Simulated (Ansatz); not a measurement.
```xyz
12

C     1.732   -0.639   -0.877
C     0.954    0.349   -0.454
C    -0.537    0.359   -0.528
Si   -1.280    0.006    1.136
F    -0.779    1.097    2.180
F    -2.863    0.133    1.060
H     1.321   -1.522   -1.355
H     2.808   -0.594   -0.764
H     1.412    1.213    0.022
H    -0.903   -0.402   -1.225
H    -0.916    1.329   -0.869
H    -0.948   -1.328    1.672
```

Charge 0, multiplicity 1.

Q: List the PBE0/def2-TZVPP orbital energies in eV (Ansatz 0.2.0). (Estimate.)

A: The calculation gave: Occupied: -1804.25, -674.00, -673.99, -278.80, -278.52, -278.22, -146.38, -101.11, -101.06, -100.99, -33.66, -33.17, -22.64, -19.76, -16.20, -15.72, -14.03, -13.80, -13.44, -13.02, -12.60, -12.24, -11.95, -11.82, -10.90, -10.25, -9.74, -7.56. Lowest empty: -0.21, 1.12, 1.23, 1.45, 2.06, 2.33, 2.91, 3.27.
